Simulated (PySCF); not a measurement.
Worked example: chemical shift, span and skew from a shielding tensor

C2H4F2Si2, SMILES F[SiH](F)C#C[SiH3]. Atoms are numbered in the order given.

```xyz
10

Si     3.1795     0.0726     0.6034
C      1.3511     0.0140     0.3636
C      0.1269    -0.0239     0.1948
Si    -1.6842    -0.0893     0.0041
F     -2.2009     1.3113    -0.6386
F     -2.0650    -1.2716    -1.0442
H      3.8383     0.3309    -0.7200
H      3.6407    -1.2435     1.1583
H      3.5098     1.1765     1.5653
H     -2.3980    -0.3282     1.2861
```
Charge 0, spin multiplicity 1.

The structure is a stationary point at PBE-D3(BJ)/def2-SVP. The structure was generated by enumeration, and PubChem lists no compound with its InChIKey, so it may never have been made.

GIAO shieldings from PBE/pcSseg-1 run with PySCF, non-relativistic, no solvent. The symmetric part of the tensor of Si4 has the principal values 363.8, 384.5, 393.8 ppm. The same nucleus in TMS has σ = 335.4 ppm at this level (PySCF, at its B3LYP-D3(BJ)/def2-TZVP geometry).

Work out the isotropic shielding, the ²⁹Si shift against TMS, the span and the skew.


σ(iso) = (σ11 + σ22 + σ33)/3 = 380.7 ppm. δ = σ(ref) − σ(iso) = 335.4 − (380.7) = -45.3 ppm.
Span Ω = σ33 − σ11 = 30.0 ppm. Skew κ = 3(σ(iso) − σ22)/Ω = -0.38. Tumbling in solution averages the tensor to δ; in a static solid the shielding alone would spread this spin-1/2 line over Ω.
